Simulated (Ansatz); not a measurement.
Geometry optimisation, RKS PBE0/def2-SVP (Ansatz).

input.yaml

```yaml
crystal:
  periodic: [false, false, false]
  atoms:
    - { symbol: Ti, position_ang: [0.086488, -0.442898, -0.462664] }
    - { symbol: O, position_ang: [0.533778, 0.042995, 2.570499] }
    - { symbol: H, position_ang: [-0.374919, 0.30922, 2.759463] }
    - { symbol: F, position_ang: [1.631733, 0.293548, -0.663819] }
    - { symbol: F, position_ang: [-1.214948, 0.603273, -0.007746] }
    - { symbol: F, position_ang: [-0.340077, -1.27206, -1.910049] }
    - { symbol: H, position_ang: [0.172358, -1.701739, 0.669531] }
    - { symbol: H, position_ang: [0.438588, -0.90864, 2.337685] }
basis:
  gaussian: { orbitals: def2-SVP }
hamiltonian:
  xc: pbe0
relax:
  f_tol: 0.03
  max_steps: 50
```

Command:

```bash
$ ansatz run input.yaml --threads 2 --pin off --max-ram 3072MiB --backend cpu --events-out ev --progress --plain --runs-dir out
```

Task: Where does it end, and by what steps?

Result: The forces met the threshold. After 8 steps the energy has fallen by 0.513 eV; O2 moved furthest, 0.58 Å. Joined: Ti1–O2 (3.10 → 2.24 Å).

```json
{"step": "0", "energy less start (eV)": "0.0000", "largest force component (eV/Å)": "0.796", "accepted": "yes"}
{"step": "1", "energy less start (eV)": "-0.0779", "largest force component (eV/Å)": "1.708", "accepted": "yes"}
{"step": "2", "energy less start (eV)": "-0.1996", "largest force component (eV/Å)": "2.215", "accepted": "yes"}
{"step": "3", "energy less start (eV)": "-0.3957", "largest force component (eV/Å)": "1.670", "accepted": "yes"}
{"step": "4", "energy less start (eV)": "-0.4736", "largest force component (eV/Å)": "0.312", "accepted": "yes"}
{"step": "5", "energy less start (eV)": "-0.5020", "largest force component (eV/Å)": "0.486", "accepted": "yes"}
{"step": "6", "energy less start (eV)": "-0.5104", "largest force component (eV/Å)": "0.180", "accepted": "yes"}
{"step": "7", "energy less start (eV)": "-0.5125", "largest force component (eV/Å)": "0.060", "accepted": "yes"}
{"step": "8", "energy less start (eV)": "-0.5130", "largest force component (eV/Å)": "0.020", "accepted": "yes"}
```

```xyz
8
Properties=species:S:1:pos:R:3
Ti 0.104 -0.436 -0.174
O 0.425 -0.041 2.005
H -0.368 0.411 2.326
F 1.668 0.265 -0.437
F -1.274 0.587 0.219
F -0.336 -1.070 -1.724
H 0.167 -1.969 0.520
H 0.546 -0.823 2.556
```

Whether the end is a true minimum wasn't checked by a vibrational analysis.

The run took 18 s on 2 threads of Intel(R) Xeon(R) 6975P-C (Granite Rapids), on a shared host, peak memory 0.25 GiB.
